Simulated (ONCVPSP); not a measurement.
## How hard is this V ONCV potential?

- Element: vanadium (V)
- Generator: ONCVPSP 4.0.1
- Type: optimised norm-conserving Vanderbilt (ONCV)
- Functional: LDA (Perdew-Zunger)
- Relativity: scalar-relativistic
- Frozen core: [Ne]
- Valence charge: 13
- Reference configuration: 3s2 3p6 3d3 4s2
- Partial waves: 3s+4s: rc 1.25 bohr, ncon 5, nbas 10, qcut 9.9 1/bohr, 2 projectors; 3p: rc 1.50 bohr, ncon 4, nbas 7, qcut 10.3 1/bohr, 2 projectors, debl 1.9 Ha; 3d: rc 1.35 bohr, ncon 4, nbas 8, qcut 11.3 1/bohr, 2 projectors, debl 1.3 Ha
- Local potential: polynomial inside 1.05 bohr (lpopt 3, dvloc0 4 Ha)
- Core correction: Teter function fitted to the true core (icmod 2), fcfact 0.28

Question: For each optimised wave give the share of its norm inside rc, the residual kinetic energy above qcut (Ha) and the cutoffs (Ha) for errors of 10, 1, 0.1 and 0.01 mHa per electron.

Answer:

```tsv
wave	norm inside rc	residual KE	10 mHa	1 mHa	0.1 mHa	0.01 mHa
3s	0.820	1.2e-05	28.8	36.9	43.1	50.0
4s	0.033	2.0e-06	19.2	30.4	38.5	44.9
3p	0.877	2.5e-08	18.8	25.1	31.1	36.7
p projector 2	0.080	8.0e-09	15.1	21.3	26.8	31.7
3d	0.560	3.0e-06	39.4	48.2	55.1	60.5
d projector 2	0.168	7.3e-06	39.8	49.6	56.8	63.4
```

The occupied waves need 48 Ha and 55 Ha for 1 and 0.1 mHa.
